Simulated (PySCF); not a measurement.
# Xe(2+): excitation energy

Xe(2+) [Kr] 4d10 5s2 5p4 (3P) → Xe(2+) [Kr] 4d10 5s1 5p5 (3P), as a difference of total energies. Computed with PySCF 2.14 in ANO-RCC-VTZP, with scalar relativity by spin-free X2C-1e. Correlated levels: valence: [Kr] 4d10 frozen; valence and next inner shell: [Ar] 3d10 frozen. The calculations carry no spin-orbit coupling.

```
                            method  excitation energy (eV)
                               UHF                  13.991
                               PBE                  12.629
                              PBE0                  12.988
                            r2SCAN                  12.784
                         CAM-B3LYP                  13.147
                           wB97X-V                  13.139
                             B3LYP                  12.939
                     MP2 (valence)                  12.955
                 SCS-MP2 (valence)                  12.813
MP2 (valence and next inner shell)                  12.790
```

Question: Estimate what LDA gives.

Answer: 12.700 eV, closest to PBE among the rows shown.

Question: Estimate what SCS-MP2 (valence and next inner shell) gives.

Answer: 12.667 eV, closest to PBE among the rows shown.

A first-order spin-orbit estimate (lowest level to lowest level, LS coupling) adds -0.021 eV.
